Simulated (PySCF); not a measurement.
A structure optimised at PBE-D3(BJ)/def2-SVP, used in a PySCF frequency run:

```xyz
10

C      2.2722     1.9408    -0.2270
C      1.4766     1.0534     0.0742
Si     0.2240    -0.2077     0.5204
Si    -1.9205     0.7447     0.4079
Cl     0.2856    -1.7808    -0.8583
H      2.9786     2.7173    -0.4922
H      0.5569    -0.7677     1.8729
H     -2.1503     1.2410    -0.9923
H     -2.9540    -0.2934     0.7501
H     -2.0283     1.8941     1.3738
```
Charge 0, spin multiplicity 1.

**Question.** Write its SMILES and formula.

**Answer.** C#C[Si@@H]([SiH3])Cl, C2H5ClSi2

**Question.** What are its rotational constants (standard atomic weights)?

**Answer.** 2.1159, 1.9972, 1.1295 GHz
